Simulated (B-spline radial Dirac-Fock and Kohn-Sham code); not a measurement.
## Radiative decay of the L3 hole in Pr³⁺

System: the Pr³⁺ ion in the configuration [Xe] 4f2, inside a Watson sphere of charge -3 and radius 2 Å (a model of the Madelung potential; inside it an electron's potential energy is raised by 21.6 eV).

Level of theory: independent-particle radiative and Coulomb Auger rates from relativistic LDA hole-state orbitals, with Dirac-Fock energies; a radial finite-basis atomic code.

```tsv
line	multipole	energy (eV)	width (meV)	share (%)
Lℓ (L3-M1)	E1	4454.2	12.9	3.09
L3-M2	E2	4623.7	0.0937	0.0226
Lα2 (L3-M4)	E1	5012.5	34.7	8.35
Lα1 (L3-M5)	E1	5032.6	307	73.9
Lβ6 (L3-N1)	E1	5651.2	3.02	0.727
Lβ15 (L3-N4)	E1	5846.6	5.71	1.37
Lβ2 (L3-N5)	E1	5850.2	51.1	12.3
Lβ7 (L3-O1)	E1	5926.1	0.581	0.140
```

The listed lines hold 100.0 % of the radiative rate. The radiative width is 0.415 eV in the length form and 0.421 eV in the velocity form; the two differ because the transition energies are not eigenvalue differences of the potential that gave the orbitals.

Values without a named source are computed, but for edge energies of neutral atoms, which are taken from tables.
